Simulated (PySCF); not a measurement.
## Bond curve of BeGa

Set-up: Be def2-SVPD, Ga def2-SVPD; no relativity (PySCF 2.14). Energies in eV from Be + Ga in their ground configurations at the same level. State: ²Π (doublet), unpaired electrons π ↑.

All columns are PBE0. A positive dipole means Be(−)Ga(+).

```tsv
R (Å)	E (eV)	μ (D)	Mulliken charge on Be (basis-dependent)	HOMO (eV)	LUMO (eV)	Mayer bond order	⟨S²⟩
2.074	-0.442	-0.35	0.01	-4.75	-2.96	1.52	0.92
2.170	-0.624	-0.30	0.04	-4.60	-2.85	1.48	0.87
2.266	-0.723	-0.24	0.07	-4.48	-2.75	1.43	0.82
2.339	-0.757	-0.17	0.08	-4.40	-2.69	1.40	0.78
2.411	-0.766	-0.10	0.10	-4.32	-2.64	1.35	0.75
2.483	-0.756	-0.03	0.10	-4.26	-2.59	1.29	0.76
2.580	-0.722	0.04	0.11	-4.18	-2.52	1.21	0.76
2.700	-0.657	0.10	0.10	-4.10	-2.52	1.11	0.76
2.845	-0.566	0.14	0.09	-4.02	-2.52	0.97	0.76
3.038	-0.443	0.13	0.08	-3.94	-2.52	0.78	0.76
```

A fit through these points gives, at Re = 2.406 Å, μ = -0.11 D and dμ/dR = 1.01 D/Å; the reduced mass is 7.97 u.

Question: How strong is the fundamental in the double-harmonic approximation, I = 42.26·(dμ/dR)²/μred km/mol?

Answer: I = 42.26·(1.01)²/7.97 = 5.41 km/mol at PBE0.

Spin–orbit coupling is left out. The state was picked by a PBE0 search and need not be the measured ground state.
